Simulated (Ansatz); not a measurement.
Geometry optimisation, Ansatz, UKS r2SCAN-D4/def2-SVP.

Input file:

```yaml
crystal:
  periodic: [false, false, false]
  atoms:
    - { symbol: Si, position_ang: [-0.004471, 0.257989, 0.378939] }
    - { symbol: O, position_ang: [1.4009, -0.586273, -0.121029] }
    - { symbol: "N", position_ang: [-1.051359, -0.367313, -0.788316] }
    - { symbol: H, position_ang: [-0.460163, -0.919407, -1.408551] }
    - { symbol: Cl, position_ang: [0.235793, 2.304792, 0.347745] }
    - { symbol: Cl, position_ang: [-0.454006, -0.208934, 2.33782] }
    - { symbol: H, position_ang: [2.136737, -0.607507, 0.504836] }
    - { symbol: H, position_ang: [-1.803332, 0.126553, -1.251443] }
magnetization:
  spin_polarized: true
basis:
  gaussian: { orbitals: def2-SVP }
hamiltonian:
  xc: r2scan
  dispersion: d4
relax:
  f_tol: 0.03
  max_steps: 50
```

Run as:

```bash
$ ansatz run input.yaml --threads 4 --pin off --max-ram 5120MiB --backend cpu --events-out ev --progress --plain --runs-dir out
```

Where does it end, and by what steps?

It converged. After 12 steps the energy has fallen by 0.205 eV; H4 moved furthest, 0.58 Å.

| step | energy less start (eV) | largest force component (eV/Å) | accepted |
| --- | --- | --- | --- |
| 0 | 0.0000 | 1.519 | yes |
| 1 | -0.0994 | 0.988 | yes |
| 2 | -0.1496 | 0.972 | yes |
| 3 | -0.1697 | 0.290 | yes |
| 4 | -0.1760 | 0.530 | yes |
| 5 | -0.1816 | 0.370 | yes |
| 6 | -0.1822 | 0.353 | yes |
| 7 | -0.1020 | 2.415 | no |
| 8 | -0.1946 | 0.243 | yes |
| 9 | -0.2007 | 0.148 | yes |
| 10 | -0.2042 | 0.076 | yes |
| 11 | -0.1912 | 0.788 | no |
| 12 | -0.2050 | 0.026 | yes |

```xyz
8
Properties=species:S:1:pos:R:3
Si 0.126 0.228 0.272
O 1.601 -0.434 -0.028
N -0.906 -0.224 -0.990
H -0.965 -1.189 -1.295
Cl 0.150 2.287 0.338
Cl -0.432 -0.395 2.175
H 2.162 -0.586 0.743
H -1.736 0.313 -1.215
```

Whether the end is a true minimum wasn't checked by a vibrational analysis.

Run time: 80 s on 4 threads of Arm Neoverse N1, with other jobs on the host, peak memory 0.24 GiB.
